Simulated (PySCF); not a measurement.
# `C#CC(F)=C=CF`, C$_{5}$H$_{2}$F$_{2}$

Molfile (atoms numbered from 1):
```
C5H2F2
     RDKit          3D

  9  8  0  0  0  0  0  0  0  0999 V2000
    2.2163    1.1895    0.6857 C   0  0  0  0  0  0  0  0  0  0  0  0
    1.4408    0.3487    0.3197 C   0  0  0  0  0  0  0  0  0  0  0  0
    0.5280   -0.6434   -0.1143 C   0  0  0  0  0  0  0  0  0  0  0  0
    1.0920   -1.8343   -0.3742 F   0  0  0  0  0  0  0  0  0  0  0  0
   -0.7562   -0.4622   -0.2676 C   0  0  0  0  0  0  0  0  0  0  0  0
   -2.0362   -0.2645   -0.3306 C   0  0  0  0  0  0  0  0  0  0  0  0
   -2.6511    0.1665   -1.4347 F   0  0  0  0  0  0  0  0  0  0  0  0
    2.9024    1.9357    1.0115 H   0  0  0  0  0  0  0  0  0  0  0  0
   -2.7260   -0.4310    0.4907 H   0  0  0  0  0  0  0  0  0  0  0  0
  1  2  3  0
  2  3  1  0
  3  4  1  0
  3  5  2  0
  5  6  2  0
  6  7  1  0
  1  8  1  0
  6  9  1  0
M  END
```

Method used: PySCF 2.14.0, quadratic response CAM-B3LYP/def2-TZVPD first hyperpolarisability, Taylor convention, gas phase. Geometry: PBE0-D3(BJ)/def2-TZVP.

**Question.** Give the tensor of the second harmonic β(−2ω;ω,ω) at 1064 nm in the axes of these coordinates.

**Answer.** In au, Taylor convention; rows are the first index (the induced dipole):
|  | xx | yy | zz | xy | xz | yz |
| --- | --- | --- | --- | --- | --- | --- |
| x | +16.5 | +15.6 | -23.6 | -2.2 | -32.3 | +15.1 |
| y | +4.6 | -19.2 | -8.6 | +16.1 | +16.0 | -5.8 |
| z | -28.5 | -5.9 | -40.7 | +14.7 | -22.8 | -8.5 |

Norm of βᵢ = ⅓ Σⱼ (βᵢⱼⱼ + βⱼᵢⱼ + βⱼⱼᵢ): 82.8 au, hyper-Rayleigh value 37.2 au.
